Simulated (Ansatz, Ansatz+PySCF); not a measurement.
```yaml
atoms:
  - { symbol: O, position_ang: [0.0000, 0.7716, -0.6580] }
  - { symbol: H, position_ang: [0.0000, 1.4671, -0.1009] }
  - { symbol: Cl, position_ang: [0.0000, -0.4494, 0.3156] }
```

Basis set: def2-SVP (spherical functions). Correlated methods keep 6 orbitals frozen. Charge 0, multiplicity 1.

Computed with Ansatz (development build ahead of 0.2.0); each method stands on the lowest determinant of its kind that the runs found. Restricted open shells among the atoms or ions are ROHF, correlated in semicanonical orbitals with singles.

The atomization energy at this shape (free ground-state atoms in the same class of orbitals less the molecule, no zero-point energy) of singlet HClO:

| method | atomization energy |
| --- | --- |
| RHF-CCSD(T) | 538.8 kJ/mol |
| RHF-MP2 | 559.5 kJ/mol |
| UHF | 272.9 kJ/mol |

(1) What does RHF give?

## Answers

(1) 296.3 kJ/mol. Caution: the shape is not the minimum.
